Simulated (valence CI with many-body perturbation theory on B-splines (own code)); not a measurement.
The numbers below are computed, except where a source is named.
## Ta LVIII: magnetic and hyperfine properties of the levels

Level of theory: valence CI with perturbative core correlation (CI+MBPT): six valence electrons over a frozen Dirac-Fock core [Ne], a basis of 9 s, 9 p, 8 d, 6 f, 3 g, 1 h functions for each j, with the one-electron correlation potential Σ1 (screened to all orders), the two-electron term Σ2, the three-electron term Σ3, Breit, model QED; selected single and double excitations, second order for the rest, scaled by the run's own slope (own B-spline code, finite nucleus).

The last digits are not significant, and no measured levels were compared; by estimate large intervals hold to a few tenths of a per cent, small ones and those within an open d or f shell to about a per cent. Among the levels kept, up to 960 cm⁻¹ of a level comes from second order outside the variational space, and about a tenth of that is noise between levels of different J, which matters for small intervals.

A/g_I is the dipole constant over the nuclear g factor μ/I (μ in nuclear magnetons, uniformly magnetised nucleus), B/Q the quadrupole constant per barn. Both hold the static response of the core; the bare values leave it out. Large factors of s and p1/2 electrons are usually good to 5 to 10 %; those of open d and f shells near neutrality can be off by tens of per cent, and small factors of p3/2, d and f electrons come from cancelling terms and can be off by a factor of two or in sign, in half-filled shells by more. B is blank for J = 1/2, where it vanishes, and for nearly pure S terms. Energies count from the lowest level. Levels with J = 0 are left out.

Levels are named by their leading jj configuration (3d3/2^4 stands for four electrons in 3d with j = 3/2), which in mixed levels can hold well under half, so a name can repeat and another be missing. Letters in brackets count levels of one name in rising energy.

```
                             Level  E (eV)      g  A/g_I (MHz)  A/g_I bare  B/Q (MHz/b)  B/Q bare
        (3s^2 3p1/2^2 3p3/2^2) J=2    0.00  1.331       197000      197000        28500     28100
    (3s^2 3p1/2^2 3p3/2 3d3/2) J=2  230.61  1.042       152000      153000        -2950     -2710
    (3s^2 3p1/2^2 3p3/2 3d3/2) J=1  238.90  1.107       142000      143000      -174000   -173000
    (3s^2 3p1/2^2 3p3/2 3d3/2) J=3  239.46  1.088       148000      150000       419000    416000
    (3s^2 3p1/2^2 3p3/2 3d5/2) J=4  310.03  1.251        98000       99600       434000    432000
    (3s^2 3p1/2^2 3p3/2 3d5/2) J=2  316.31  1.237        66100       68600      -253000   -249000
          (3s^2 3p1/2 3p3/2^3) J=1  324.86  1.490      -178000     -171000      -197000   -195000
          (3s^2 3p1/2 3p3/2^3) J=2  334.32  1.143       580000      571000      -424000   -418000
    (3s^2 3p1/2^2 3p3/2 3d5/2) J=3  335.18  1.198        89100       90600        -6770     -4470
    (3s^2 3p1/2^2 3p3/2 3d5/2) J=1  346.21  1.050       -75800      -70600        54900     55200
        (3s^2 3p1/2^2 3d3/2^2) J=2  470.98  0.750       106000      108000         3930      4110
          (3s 3p1/2^2 3p3/2^3) J=2  504.99  1.469      1270000     1250000      -367000   -362000
          (3s 3p1/2^2 3p3/2^3) J=1  525.50  1.187      -728000     -708000      -144000   -142000
(3s^2 3p1/2 3p3/2^2 3d3/2) J=2 [a]  546.05  1.026       317000      315000      -214000   -212000
(3s^2 3p1/2 3p3/2^2 3d3/2) J=1 [a]  548.55  0.984       345000      341000       -61700    -61600
(3s^2 3p1/2 3p3/2^2 3d3/2) J=3 [a]  553.95  1.072       310000      308000         -788      40.6
    (3s^2 3p1/2^2 3d3/2 3d5/2) J=3  554.28  1.074        62400       65200        17300     18100
    (3s^2 3p1/2 3p3/2^2 3d3/2) J=4  562.09  1.043       353000      350000        67500     69400
    (3s^2 3p1/2^2 3d3/2 3d5/2) J=2  565.22  1.175        54100       56900       -33500    -34500
    (3s^2 3p1/2^2 3d3/2 3d5/2) J=1  569.80  1.512         9080       11600        21000     21900
    (3s^2 3p1/2^2 3d3/2 3d5/2) J=4  570.28  1.065        69000       72000        97900    102000
(3s^2 3p1/2 3p3/2^2 3d3/2) J=2 [b]  575.03  0.815       466000      461000       230000    229000
(3s^2 3p1/2 3p3/2^2 3d3/2) J=3 [b]  588.84  1.176        73700       76300        48600     48700
(3s^2 3p1/2 3p3/2^2 3d3/2) J=2 [c]  595.64  1.246       318000      316000       -13800    -15000
(3s^2 3p1/2 3p3/2^2 3d3/2) J=1 [b]  600.91  1.494       216000      215000       133000    131000
(3s^2 3p1/2 3p3/2^2 3d3/2) J=1 [c]  613.73  0.899      -346000     -333000       -74000    -71800
(3s^2 3p1/2 3p3/2^2 3d5/2) J=3 [a]  621.36  1.303       -92700      -87400        53700     54700
(3s^2 3p1/2 3p3/2^2 3d5/2) J=4 [a]  621.69  1.293       -34400      -30200       142000    143000
(3s^2 3p1/2 3p3/2^2 3d5/2) J=4 [b]  634.01  1.175       295000      292000        13100     14400
    (3s^2 3p1/2 3p3/2^2 3d5/2) J=1  636.93  0.911       742000      732000        12300     12400
    (3s^2 3p1/2 3p3/2^2 3d5/2) J=5  637.13  1.188       272000      270000        86500     88500
        (3s^2 3p1/2^2 3d5/2^2) J=4  646.55  1.172        49800       52300        53200     55600
    (3s^2 3p1/2 3p3/2^2 3d5/2) J=2  655.16  1.271      -195000     -187000       344000    341000
        (3s^2 3p1/2^2 3d5/2^2) J=2  655.63  1.208        47600       50400       -30900    -32300
(3s^2 3p1/2 3p3/2^2 3d5/2) J=3 [b]  662.03  1.114       329000      326000       420000    417000
```

(1) Take the isotope of mass number 181, with I = 7/2, μ = 2.365 μN and Q = 3.17 b. What is the hyperfine structure of (3s^2 3p1/2 3p3/2^3) J=2?

## Answers

(1) From the table A = 392000 MHz, B = -1340000 MHz. Shifts from the centre of gravity in MHz: F = 3/2: -4250000, F = 5/2: -2670000, F = 7/2: -793000, F = 9/2: 1040000, F = 11/2: 2410000.
